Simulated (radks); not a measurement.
The numbers below are computed, except where a source is named.
Pt74+, configuration [He] 2s2 (the NIST ground configuration). Code: a radial shooting solver on a logarithmic mesh with Libxc functionals. Model: scalar-relativistic Kohn-Sham, LDA (Slater exchange, VWN5 correlation), spin-polarised, spherical densities, finite nucleus; Fermi nuclear charge, rms radius 5.427 fm.

Normalised radial functions P(r) = r R(r), r in bohr:

r             1s
0.001499  2.7414
0.001802  3.1157
0.002165  3.5241
0.002624  3.9830
0.003154  4.4471
0.003821  4.9450
0.004593  5.4184
0.005566  5.8841
0.00669   6.2735
0.008106  6.5824
0.009744  6.7448
0.01181   6.7318
0.01419   6.5107
0.0172    6.0426
0.02067   5.3732
0.02484   4.5264
0.0301    3.5307
0.03618   2.5684
0.04384   1.6657
0.0527    0.9788
0.06386   0.4852
0.07676   0.2090
0.093     0.0701
0.1118    0.0192
0.1355    0.0036
0.1628    0.0005
0.1973    0.0000
0.2371    0.0000

1s: eigenvalue -87679 eV, 0 radial nodes, <r> = 0.0171 bohr, 90 % of the charge inside 0.0312 bohr.
